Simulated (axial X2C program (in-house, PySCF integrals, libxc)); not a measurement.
## Photoelectron levels of LiAu by EOM-IP-CCSD

Computed with an in-house all-electron X2C program for linear molecules (integrals from PySCF): two-component X2C with atomic mean-field Coulomb and Gaunt terms, Gaussian nuclei, basis Au dyall-cv3z, Li dyall-cv3z with contracted cores.

R = 2.274 Å (near the PBE0 minimum at charge 0 of the determinant lowest at the starting distance; the state shown can have its own minimum elsewhere).

Hartree–Fock spinors of LiAu (one of each Kramers pair; a window near the gap, which can cut inner shells):

```
  ω  occupied  ε (eV)                     character
1/2       yes  -12.26                      98% Au d
3/2       yes  -12.04                     100% Au d
1/2       yes  -10.58                      97% Au d
3/2       yes  -10.38                      98% Au d
5/2       yes  -10.26                     100% Au d
1/2       yes   -6.72  54% Au s, 28% Li s, 14% Li p
1/2        no   -0.14   56% Li p, 37% Li s, 6% Au p
1/2        no    0.56             94% Li p, 6% Au p
3/2        no    0.57             94% Li p, 5% Au p
1/2        no    1.12   68% Li p, 20% Au p, 9% Li s
1/2        no    1.43  52% Li s, 28% Au p, 17% Li p
1/2        no    1.84            53% Li p, 44% Au p
```

Vertical ionisation energies of LiAu to the states of LiAu⁺:

| Ω of LiAu⁺ | vertical IE (eV) | above lowest (cm⁻¹) | ionised spinor | one-hole weight |
| --- | --- | --- | --- | --- |
| 1/2 | 7.862 | 0 | 53% Au sσ, 27% Li sσ, 14% Li pσ | 0.97 |
| 5/2 | 9.354 | 12036 | 100% Au dδ | 0.93 |

Problem. How far does the lowest EOM-IP-CCSD energy lie from the Koopmans value −ε of the highest filled spinor?

Solution. 7.862 eV against 6.72 eV, a shift of 1.14 eV: relaxation of the final state lowers the energy and the loss of correlation raises it.

This point took 11 s on 1 thread of Arm Neoverse N1, on a shared host.

Reference electrons by ω block (each with its −ω partner): 1/2: 23, 3/2: 12, 5/2: 5, 7/2: 1. 12 electrons of LiAu correlated (inner shells frozen), 94 natural virtual spinors (a truncated set); levels can be off by some tenths of an eV. Roots sought by Ω: (1/2: 4, 3/2: 3, 5/2: 1); the list ends where they run out and leaves out roots under 60 % one-particle weight. The solver can skip a root, and states that need a further excitation, which the method places far too high, are missing though they may lie low or lowest. T1 of the reference 0.030 (Lee–Taylor). Number of frozen shells: Au 5 s, 4 p, 2 d, 1 f; Li 1 s. Large amplitudes in the reference (orbital relaxation or multireference character) lower the reliability.
